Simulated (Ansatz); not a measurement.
System: CsAu, net charge 0, singlet state. SMILES: [Cs][Au]
Geometry: optimised at B3LYP-D3(BJ)/def2-TZVP (Ansatz, an electronic-structure program).

Quantity: vertical ionisation energy (to the doublet state of charge +1; each state is the SCF solution reached for its spin; for the singlet T1 is 0.032), in eV. Cores are frozen in the correlated levels unless marked. UHF or UKS for open shells. No spin-orbit coupling. Frozen are the shells of the preceding noble gas and the d and f shells that filled before the atom's block. The outer core of K, Ca and their heavier congeners is not correlated, a term that matters for these elements. In def2 rows, elements after Kr have scalar-relativistic effective core potentials. Basis-set limits of correlation are two-point, X^-3; Hartree-Fock from the larger set.

| level | program | vertical ionisation energy (eV) |
|---|---|---|
| SVWN5/def2-TZVPD | Ansatz | 7.06 |
| PBE/def2-TZVPD | Ansatz | 6.69 |
| PBE0/def2-TZVPD | Ansatz | 6.36 |
| BHLYP/def2-TZVPD | Ansatz | 6.06 |
| CAM-B3LYP/def2-TZVPD | Ansatz | 6.34 |
| wB97M-V/def2-TZVPD | Ansatz | 6.13 |
| wB97X-V/def2-TZVPD | Ansatz | 6.09 |
| CCSD/def2-SVPD | Ansatz | 6.02 |
| CCSD/def2-TZVPPD | Ansatz | 6.12 |
| CCSD/def2-QZVPPD | Ansatz | 6.18 |
| CCSD/CBS(def2-TZVPPD,def2-QZVPPD) | Ansatz | 6.23 |
| CCSD(T)/def2-SVPD | Ansatz | 6.12 |
| CCSD(T)/def2-TZVPPD | Ansatz | 6.26 |
| CCSD(T)/CBS(def2-TZVPPD,def2-QZVPPD) | Ansatz | 6.43 |
